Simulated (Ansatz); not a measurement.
`F[SiH2][SiH](Cl)Cl` + `N[Si](O)(O)F` → `O[Si](O)(F)N[SiH2]F` + `Cl[SiH2]Cl`  (cleavage of the Si–Si bond)

Computed with Ansatz on PBE0-D4/def2-TZVP structures; ΔE is electronic, products minus reactants. CBS: MP2 limit from def2 TZ/QZ plus the TZ coupled-cluster correction, frozen cores. DFT in def2-TZVPP. One conformer a species, not always the lowest.

`F[SiH2][SiH](Cl)Cl`:

Cartesian coordinates in Å:
```
F -1.787 1.117 -1.025
Si -0.278 1.082 -0.488
Si 0.236 -1.058 0.318
Cl -0.992 -1.529 1.887
Cl 2.182 -0.946 0.966
H -0.140 2.064 0.615
H 0.627 1.433 -1.611
H 0.152 -2.164 -0.662
```

`N[Si](O)(O)F`:

Z-matrix (Å, degrees):
```
Si
O 1 1.629
O 1 1.629 2 115.7
N 1 1.687 2 105.4 3 -122.6
F 1 1.593 2 107.5 3 113.5
H 2 0.958 1 117.1 3 -81.2
H 3 0.958 1 116.2 2 -64.5
H 4 1.005 1 121.5 2 171.4
H 4 1.006 1 120.8 2 -36.3
```

`O[Si](O)(F)N[SiH2]F`:

Cartesian coordinates in Å:
```
O -0.601 0.505 -2.283
Si 0.006 -0.341 -1.042
O 1.389 -1.011 -1.581
F -0.980 -1.498 -0.573
N 0.165 0.668 0.321
Si -0.449 0.476 1.908
F 0.480 -0.497 2.778
H -0.421 0.181 -3.166
H 1.858 -1.610 -0.998
H 0.760 1.474 0.186
H -0.420 1.796 2.575
H -1.788 -0.142 1.875
```

`Cl[SiH2]Cl`:

Z-matrix (Å, degrees):
```
Si
Cl 1 2.040
Cl 1 2.040 2 110.1
H 1 1.476 2 108.5 3 -118.6
H 1 1.476 2 108.5 3 118.6
```

| level | ΔE (kcal/mol) | difference from CCSD(T)/CBS |
| --- | --- | --- |
| ωB97M-V | -22.5 | -0.8 |
| PBE | -16.5 | 5.2 |
| HF/def2-TZVPP | -25.1 | -3.4 |
| MP2/def2-TZVPP | -23.8 | -2.1 |
| CCSD/def2-TZVPP | -22.8 | -1.1 |
| HF/def2-QZVPP | -25.4 | -3.7 |
| MP2/def2-QZVPP | -23.5 | -1.8 |
| SCS-MP2/def2-QZVPP | -23.7 | -2.0 |
| MP2/CBS(def2) | -23.1 | -1.4 |
| CCSD/CBS(def2) | -22.1 | -0.4 |
| CCSD(T)/CBS | -21.7 | 0 |

Largest T1 diagnostic among the species: 0.011.

In def2-TZVPP, CCSD(T) changes the Hartree–Fock value by +2.6 kcal/mol (the triples alone add +0.4 kcal/mol) and MP2 by +1.3 kcal/mol. From PBE to PBE0 (25 % exact exchange), in def2-TZVPP and without D4, ΔE moves by −1.8 kcal/mol.

CCSD(T)/CBS has its own doubt, a few kJ/mol and more with outer-core shells, so smaller differences from it don't rank the levels.
